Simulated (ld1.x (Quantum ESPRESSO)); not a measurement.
**Eu (Z = 63), TM: configuration errors across variants**

| Quantity | Value |
| --- | --- |
| Element | Eu (Z = 63) |
| Generator | ld1.x (Quantum ESPRESSO) 7.5 |
| Type | norm-conserving Troullier–Martins (Kleinman–Bylander form) |
| Functional | PBE |
| Relativity | fully relativistic |
| Frozen core | [Kr] 4d10 5s2 |
| Valence charge | 15 |
| Reference configuration | 4f7 5p6 5d0 6s2 6p0 |
| Partial waves | 6s (bound): rc 3.60 bohr; 5p (bound): rc 1.40 bohr; 4f (bound): rc 1.40 bohr; 5d (bound, empty): rc 2.95 bohr |
| Local potential | the d channel |
| Core correction | none |

Open shells are filled in proportion to 2j + 1 (rel_dist='average').

All-electron excitation energies from the reference (eV): (1) 4f7 5p6 5d0 6s1 6p0 6.021; (2) 4f7 5p6 5d0 6s0 6p0 17.256; (3) 4f6 5p6 5d0 6s0 6p0 41.588; (4) 4f7 5p6 5d0 6s1.5 6p0 2.397; (5) 4f8 5p6 5d0 6s0 6p0 7.975; (6) 4f7 5p6 5d0 6s1 6p1 2.489; (7) 4f7 5p6 5d0.5 6s1.5 6p0 1.059.

Tests that are not counted but printed errors over 1 eV. “all radii scaled by about 0.88 (s 3.16, p 1.24, d 2.60, f 1.24 bohr)”: 4f8 5p6 5d0 6s0 6p0 (solver errors, printed error -1811 eV); 4f7 5p6 5d0.5 6s1.5 6p0 (solver errors, printed error -1763 eV); 5 more.

A true bound ghost makes a file unfit for plane-wave use even where its test errors are small: the radial tests pick states by their node count and pass the ghost by. Where a test does run into it, the solver fails or the error is huge.

Errors AE − PS in meV (a dash: test not solved or not reliable):

```csv
change,(1),(2),(3),(4),(5),(6),(7),bound ghosts
base,+1.2,+14,+316,+0.1,-187,+211,-2.9,s
"all radii scaled by about 0.88 (s 3.16, p 1.24, d 2.60, f 1.24 bohr)",–,–,–,–,–,–,–,"p3/2, s"
"all radii scaled by about 1.10 (s 3.94, p 1.54, d 3.22, f 1.54 bohr)",0.0,+6.3,+127,-0.1,-190,+15,-1.5,s
"all radii scaled by about 1.16 (s 4.16, p 1.62, d 3.42, f 1.62 bohr)",-1.5,-2.5,+99,-0.4,-160,+0.3,-0.4,s
"all radii scaled by about 1.23 (s 4.44, p 1.72, d 3.64, f 1.72 bohr)",-3.8,-16,+78,-0.9,-118,-8.0,+0.9,s
"all radii scaled by about 1.30 (s 4.68, p 1.82, d 3.84, f 1.82 bohr)",-8.0,-36,+93,-1.8,-50,-12,+2.9,s
"all radii scaled by about 1.40 (s 5.06, p 1.96, d 4.14, f 1.96 bohr)",-20,-96,-0.3,-4.4,+60,-5.9,+6.2,s
```

Task: Give the same row for: all radii scaled by about 1.05 (s 3.78, p 1.48, d 3.10, f 1.48 bohr).

Result: +0.8, +11, +181, +0.1, -204, +49, -2.3; bound ghosts: s.
